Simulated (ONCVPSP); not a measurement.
## What one change does to a pseudopotential (oxygen, ONCV)

```json
{"Element": "O", "Generator": "ONCVPSP 4.0.1", "Type": "optimised norm-conserving Vanderbilt (ONCV)", "Functional": "PBE", "Relativity": "scalar-relativistic", "Frozen core": "[He]", "Valence charge": "6", "Reference configuration": "2s1.5 2p4.5", "Partial waves": "2s: rc 0.90 bohr, ncon 4, nbas 7, qcut 7.1 1/bohr, 2 projectors, debl 1.4 Ha; 2p: rc 1.10 bohr, ncon 4, nbas 8, qcut 11.4 1/bohr, 2 projectors, debl 3 Ha", "Local potential": "polynomial inside 0.60 bohr (lpopt 5, dvloc0 3 Ha)", "Core correction": "Teter function fitted to the true core (icmod 2), fcfact 0.35"}
```

Change: p: rc 0.9, qcut 13.9.

Cutoffs: the cutoffs (Ha) at which the residual kinetic energy of the hardest occupied pseudo-wave falls to 1 and 0.1 mHa per electron; they do not see the model core or the augmentation charge, which bear on the density cutoff. Errors are all-electron minus pseudo energies relative to the spin-unpolarised reference configuration.

**Question.** How do hardness, ghosts and transferability respond?

**Answer.** The potential gets neither clearly harder nor softer (102 Ha and 145 Ha → 102 Ha and 145 Ha); the s channel sets the loose cutoff, while the largest relative change is in p, which becomes harder; of the 4 tests that both files solve, the error grows in 0 and shrinks in 4 by more than 15 % and 0.3 meV (median size 25.9 → 17.0 meV); neither file shows a bound ghost.

```tsv
quantity	base	changed
cutoff, loose	102 Ha	102 Ha
cutoff, tight	145 Ha	145 Ha
loose cutoff by channel	s 102 Ha, p 46 Ha	s 102 Ha, p 65 Ha
bound ghosts	none	none
GHOST(+) flags under 300 eV	none	none
error for 2s2 2p4, meV [ΔE -7.47 eV]	+3.7	+2.9
error for 2s2 2p3, meV [ΔE 8.96 eV]	+20	+9.8
error for 2s2 2p2, meV [ΔE 42.55 eV]	+95	+42
error for 2s0 2p6, meV [ΔE 22.47 eV]	+32	+24
s: phases at 0.91 bohr within 0.05 rad from the reference energy up to (Ha; the scan ends near 5)	to the end of the scan	to the end of the scan
rms error of d²Exc/dni dnj with the model core, mHa	1.58	1.35
```
